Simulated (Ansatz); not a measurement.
`C[N](C)[Ge][Cl]` + HCl → `[Cl][Ge][Cl]` + `CNC` at 298.15 K and 1 bar (ligand exchange at a Ge–N bond).

Computed with Ansatz on PBE0-D4/def2-TZVP structures; ΔE is electronic, products minus reactants. CCSD(T)/CBS adds triple-zeta CCSD(T) − MP2 to the extrapolated MP2 energy (def2 sets, frozen cores). This one scheme is used for every species. For Ge outer-core shells are correlated without core-valence functions, which leaves a few kJ/mol of doubt a bond. Scalar relativity is left out up to krypton. Each species was taken in one conformer, which may not be the lowest.

```json
{"species": "`C[N](C)[Ge][Cl]`", "CCSD(T)/CBS energy (Eh)": "-2670.35761", "H − E (kJ/mol)": "240.6", "S (J/(mol·K))": "355.8"}
{"species": "HCl", "CCSD(T)/CBS energy (Eh)": "-460.38127", "H − E (kJ/mol)": "26.6", "S (J/(mol·K))": "186.8"}
{"species": "`[Cl][Ge][Cl]`", "CCSD(T)/CBS energy (Eh)": "-2995.74627", "H − E (kJ/mol)": "18.9", "S (J/(mol·K))": "295.4"}
{"species": "`CNC`", "CCSD(T)/CBS energy (Eh)": "-135.00321", "H − E (kJ/mol)": "256.9", "S (J/(mol·K))": "271.4"}
```

H − E and S are ideal-gas, rigid-rotor, harmonic terms from PBE0-D4/def2-TZVP, for one conformer and one mirror image of each species. 1 Eh = 2625.50 kJ/mol, R = 8.31446 J/(mol·K).

Question: By hand: ΔE, ΔH, ΔS and ΔG.

Answer: ΔE = (-2995.74627) + (-135.00321) − (-2670.35761) − (-460.38127) = -0.01060 Eh = -27.8 kJ/mol. Δ(H − E) = 18.9 + 256.9 − 240.6 − 26.6 = 8.6, so ΔH = -19.2 kJ/mol. ΔS = 295.4 + 271.4 − 355.8 − 186.8 = 24.2 J/(mol·K). ΔG = -19.2 − 298.15 × (24.2)/1000 = -26.4 kJ/mol.

Question: By hand: the equilibrium constant, and the temperature at which ΔG would vanish if ΔH and ΔS stayed fixed.

Answer: log₁₀ K = −ΔG/(RT ln 10) = 4.6. ΔH and −TΔS have one sign here, so there is no such temperature.

TΔS isn't small against ΔH here. A doubt of 5 kJ/mol in ΔE shifts log₁₀ K by 0.9 here. Other conformers and mirror images would add mixing entropy, several J/(mol·K) or more a flexible species. These are equilibria of isolated gas molecules and say nothing of rates. Largest T1 diagnostic: 0.014 (customary marks: 0.02 for closed shells, 0.045 for open ones).
